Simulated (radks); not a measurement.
Task: Excited configurations of N3+: one electron is placed in a higher orbital outside [He] 2s1. The ground configuration is [He] 2s2. Method: scalar-relativistic Kohn-Sham, BLYP, spin-polarised, spherical densities, finite nucleus; open shells are filled with parallel spins first; Fermi nuclear charge, rms radius 2.5582 fm; computed with a radial shooting solver on a logarithmic mesh with Libxc functionals. Excitation = E - E(ground); binding = E(ion) - E, where the ion is the core of charge +4; n* = 4/sqrt(2 binding) in atomic units, and the quantum defect is n - n*.

| outer orbital | excitation (eV) | binding (eV) | n* | quantum defect | eigenvalue (eV) | <r> (bohr) |
|---|---|---|---|---|---|---|
| 3s | 45.707 | 30.760 | 2.660 | 0.340 | -27.342 | 2.689 |
| 4s | 59.752 | 16.715 | 3.609 | 0.391 | -14.887 | 4.972 |
| 5f | 67.356 | 9.111 | 4.888 | 0.112 | -7.937 | 7.582 |
| 6p | 69.517 | 6.950 | 5.597 | 0.403 | -6.225 | 11.83 |
| 6d | 69.737 | 6.730 | 5.687 | 0.313 | -6.003 | 11.72 |
| 7s | 71.142 | 5.325 | 6.394 | 0.606 | -4.794 | 15.85 |
| 7d | 71.470 | 4.997 | 6.600 | 0.400 | -4.475 | 16.14 |

Estimate the row for 5p.

Result: excitation (eV) 66.487; binding (eV) 9.979; n* 4.671; quantum defect 0.329; eigenvalue (eV) -8.894; <r> (bohr) 8.121. The Delta-SCF ionisation energy is 76.467 eV (NIST Atomic Spectra Database: 77.474 eV, measured). Self-interaction in the functional shifts the binding energies and quantum defects, so they are the method's values and not measured ones.
